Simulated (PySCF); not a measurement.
## Radial density of Se²⁺ (selenium, charge +2)

wB97X-V, [Ar] 3d10 4s2 4p1 4d1, one real determinant (an excited configuration). Computed with PySCF 2.14 in aug-cc-pVDZ-PP with ECP10MDF (5s4p3d, 32 functions), with scalar relativity through the core potential. This is the valence pseudo-density: the core potential removes the inner electrons and smooths the orbitals near the nucleus.

| r (bohr) | 4πr²ρ (e/bohr) | 4πr²(ρα − ρβ) |
| --- | --- | --- |
| 0.000659 | 2.968e-05 | 0.0000 |
| 0.00111 | 8.385e-05 | 0.0000 |
| 0.00186 | 0.0002362 | 0.0000 |
| 0.00313 | 0.0006600 | 0.0000 |
| 0.00527 | 0.001804 | 0.0000 |
| 0.00887 | 0.004652 | 0.0000 |
| 0.0149 | 0.01045 | 0.0000 |
| 0.0251 | 0.01898 | 0.0000 |
| 0.0422 | 0.03535 | 0.0000 |
| 0.0710 | 0.1457 | 0.0004 |
| 0.119 | 1.147 | 0.0035 |
| 0.201 | 6.713 | 0.0269 |
| 0.338 | 23.96 | 0.1291 |
| 0.568 | 29.82 | 0.0855 |
| 0.955 | 8.661 | 0.1237 |
| 1.61 | 2.784 | 0.8361 |
| 2.70 | 0.9204 | 0.6609 |
| 4.55 | 0.1172 | 0.1141 |
| 7.65 | 0.0001795 | 0.0002 |

⟨L²⟩ = 8.00 against 12 for a pure F term, so this real determinant mixes terms. Energies and moments cover only the electrons outside the core potential. The outer electron is Rydberg-like, and this basis confines it to a smaller radius and binds it less than a complete one would.
